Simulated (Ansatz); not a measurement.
`O[SiH2][SiH2][SnH3]` + HCl → `Cl[SiH2][SnH3]` + `O[SiH3]` at 500 K and 1 bar (cleavage of the Si–Si bond).

Isolated molecules relaxed with PBE0-D4/def2-TZVP in Ansatz; ΔE leaves out vibrations. CCSD(T)/CBS is the MP2 limit (def2-TZVPP, def2-QZVPP) plus CCSD(T) − MP2 in def2-TZVPP, frozen cores. This one scheme is used for every species. def2 core potentials past Kr. For Sn outer-core shells are correlated without core-valence functions, which leaves a few kJ/mol of doubt a bond. Each species was taken in one conformer, which may not be the lowest.

```csv
species,CCSD(T)/CBS energy (Eh),H − E (kJ/mol),S (J/(mol·K))
`O[SiH2][SiH2][SnH3]`,-872.19303,240.6,491.3
HCl,-460.38127,32.5,201.9
`Cl[SiH2][SnH3]`,-965.91563,144.4,408.4
`O[SiH3]`,-366.69042,127.5,292.9
```

H − E and S are ideal-gas, rigid-rotor, harmonic terms from PBE0-D4/def2-TZVP, for one conformer and one mirror image of each species. 1 Eh = 2625.50 kJ/mol, R = 8.31446 J/(mol·K).

**Question.** By hand: ΔE, ΔH, ΔS and ΔG.

**Answer.** ΔE = (-965.91563) + (-366.69042) − (-872.19303) − (-460.38127) = -0.03175 Eh = -83.4 kJ/mol. Δ(H − E) = 144.4 + 127.5 − 240.6 − 32.5 = -1.2, so ΔH = -84.6 kJ/mol. ΔS = 408.4 + 292.9 − 491.3 − 201.9 = 8.1 J/(mol·K). ΔG = -84.6 − 500 × (8.1)/1000 = -88.6 kJ/mol.

**Question.** By hand: the equilibrium constant, and the temperature at which ΔG would vanish if ΔH and ΔS stayed fixed.

**Answer.** log₁₀ K = −ΔG/(RT ln 10) = 9.3. ΔH and −TΔS have one sign here, so there is no such temperature.

The number of gas molecules stays the same, so ΔS is small and ΔH decides. A doubt of 5 kJ/mol in ΔE shifts log₁₀ K by 0.5 here. Other conformers and mirror images would add mixing entropy, several J/(mol·K) or more a flexible species. Modes under 60 cm⁻¹, often nearly free rotors, make the harmonic entropy too high. These are equilibria of isolated gas molecules and say nothing of rates. Largest T1 diagnostic: 0.013 (customary marks: 0.02 for closed shells, 0.045 for open ones).

ΔS is within the doubt of such terms, so its sign, and with it that verdict, could turn.
